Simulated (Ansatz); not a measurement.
Ag8Te4⁺. Charge 1, multiplicity 2. Geometry PBE-D4/def2-SVP; atoms count from 1.

```xyz
12

Ag    2.097   -3.683   -1.204
Ag   -2.208   -0.642    0.209
Ag    1.922    0.705   -0.303
Ag   -1.823    2.175    0.327
Ag    0.524    1.940    1.934
Ag    0.286   -1.569   -1.061
Ag   -0.497    1.146   -2.020
Ag    0.235   -0.978    1.843
Te   -1.846    0.611    2.679
Te    0.713    3.155   -0.584
Te   -1.972   -1.065   -2.467
Te    2.567   -1.795    0.647
```

In the def2 sets Ag, Te take a core potential; there is no spin–orbit coupling. Single mean-field runs in def2-TZVP are fitted with def2-universal-jkfit. Another isomer (doublet) lies 0.09 eV lower at PBE0-D4/def2-TZVP; other spin states weren't run for this one.

Estimate the Mulliken populations from the PBE0/def2-TZVP orbitals of Ansatz.


| atom | charge (e) | spin (α − β) | d electrons |
| --- | --- | --- | --- |
| Ag1 | 0.29 | 0.00 | 9.92 |
| Ag2 | 0.13 | 0.00 | 9.84 |
| Ag3 | 0.29 | 0.00 | 9.85 |
| Ag4 | 0.42 | 0.04 | 9.87 |
| Ag5 | 0.22 | 0.03 | 9.86 |
| Ag6 | 0.24 | 0.00 | 9.84 |
| Ag7 | 0.10 | 0.01 | 9.82 |
| Ag8 | 0.27 | 0.00 | 9.85 |
| Te9 | -0.21 | 0.44 | – |
| Te10 | -0.20 | 0.49 | – |
| Te11 | -0.31 | 0.01 | – |
| Te12 | -0.22 | 0.00 | – |
Mulliken values depend strongly on the basis.

Where does the spin sit?

Summed by element: Ag 0.07, Te 0.93, of 1 unpaired in all. Largest on single atoms: Te10 0.49, Te9 0.44, Ag4 0.04.

And the Mayer bond orders between heavy atoms (over 0.3)?

Ag1–Te12 0.93 (2.69 Å); Ag2–Te9 0.54 (2.79 Å); Ag2–Te11 0.66 (2.72 Å); Ag3–Te10 0.56 (2.75 Å); Ag3–Te12 0.50 (2.75 Å); Ag4–Te9 0.43 (2.82 Å); Ag4–Te10 0.39 (2.87 Å); Ag5–Te9 0.52 (2.82 Å); Ag5–Te10 0.53 (2.80 Å); Ag6–Te11 0.64 (2.71 Å); Ag6–Te12 0.36 (2.86 Å); Ag7–Te10 0.56 (2.75 Å); Ag7–Te11 0.70 (2.69 Å); Ag8–Te9 0.56 (2.75 Å); Ag8–Te12 0.50 (2.74 Å).
